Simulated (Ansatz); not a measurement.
Ansatz (a first-principles code) input (MP2/STO-3G):

Ansatz 0.2 input:
```yaml
crystal:
  periodic: [false, false, false]
  atoms:
    - {symbol: I, position_ang: [-0.00000000, -0.00000000, -1.66521061]}
    - {symbol: I, position_ang: [0.00000000, 0.00000000, 1.66521061]}
basis:
  gaussian:
    orbitals: STO-3G
total_charge: -1
magnetization: {spin_polarized: true, initial_magnetization: 1}
correlation: {method: mp2, electrons: outside_noble_gas}
```

Q: Predict the final energy.

A: -13701.33343 Eh.
